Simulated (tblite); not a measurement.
Compound: C5H7ClO2Si.
Atom-mapped SMILES: `[O:1]=[C:2]=[C:3]([CH:4]=[O:5])[C@H:6]([SiH3:7])[CH2:8][Cl:9]` (hydrogens: H10 on C4; H11 on C6; H12, H13, H14 on Si7; H15, H16 on C8)

The geometry is computed with GFN2-xTB (gas phase).

Problem. Give the optimised bond lengths and angles.

Solution. 
| bond | length (Å) | order |
| --- | --- | --- |
| O1=C2 | 1.153 | double |
| C2=C3 | 1.314 | double |
| C3–C4 | 1.427 | single |
| C4=O5 | 1.218 | double |
| C3–C6 | 1.513 | single |
| C6–Si7 | 1.936 | single |
| C6–C8 | 1.509 | single |
| C8–Cl9 | 1.797 | single |
| C4–H10 | 1.098 | single |
| C6–H11 | 1.092 | single |
| Si7–H12 | 1.485 | single |
| Si7–H13, Si7–H14 | 1.455 | single |
| C8–H15 | 1.089 | single |
| C8–H16 | 1.089 | single |

Bonds in one row agree within 0.01 Å and their mean is given. Orders are formal, as drawn. A selection of angles:
| angle | degrees |
| --- | --- |
| O1–C2–C3 | 176.1 |
| C2–C3–C4 | 124.0 |
| C2–C3–C6 | 119.2 |
| C4–C3–C6 | 116.6 |
| C3–C4–O5 | 122.0 |
| C3–C6–Si7 | 111.5 |
| C3–C6–C8 | 109.7 |
| Si7–C6–C8 | 109.1 |
| C6–C8–Cl9 | 111.3 |

Torsions: C2–C3–C4–O5 178° (antiperiplanar); C2–C3–C6–Si7 -165° (antiperiplanar); C3–C6–C8–Cl9 -59° (synclinal).

Si7 and O5 aren't drawn bonded (4 bonds apart) but lie 2.36 Å from each other; Cordero's covalent radii sum to 1.77 Å. The 4 C–C bonds span 1.314 Å (C2=C3, drawn double) to 1.513 Å (C3–C6, drawn single), a spread of 0.199 Å. Of the pairs four or more bonds apart, those above aside, C2···Cl9 is among the closest relative to their van der Waals radii: 2.91 Å, 84 % of the sum of Bondi's values. Si7 (SiH3 silicon) is distorted tetrahedral (angles from 98.5° to 122.2°). The 2 C–O bonds span 1.153 Å (O1=C2, drawn double) to 1.218 Å (C4=O5, drawn double), a spread of 0.065 Å.

Point group: C1 (no symmetry element, even within 0.4 Å). Its GFN2-xTB frequencies are all real (lowest 32 cm⁻¹). One conformer, not necessarily the lowest. 3 starts were optimised and ended at 0.00, 4.56 and 6.74 kcal/mol (GFN2-xTB); the lowest of these is shown.
